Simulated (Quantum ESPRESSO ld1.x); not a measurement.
Task: All-electron atom: neutral titanium in [Ar] 3d2 4s2. Method: non-relativistic Kohn-Sham, PBEsol, spin-unpolarised, spherical densities, point nucleus; computed with ld1.x of Quantum ESPRESSO 7.5. Some entries of the table are withheld. Estimate them.

orbital  occ.  eigenvalue (Ry)  <r^2> (bohr^2)
1s          2         -355.049             (1)
2s          2              (2)             (3)
2p          6         -32.5670             (4)
3s          2              (5)           1.189
3p          6         -2.84438             (6)
4s          2         -0.32582           14.33
3d          2         -0.32579           3.492

Result: 
(1) 1s <r^2> (bohr^2): 0.006618
(2) 2s eigenvalue (Ry): -38.9702
(3) 2s <r^2> (bohr^2): 0.1271
(4) 2p <r^2> (bohr^2): 0.1045
(5) 3s eigenvalue (Ry): -4.52922
(6) 3p <r^2> (bohr^2): 1.399
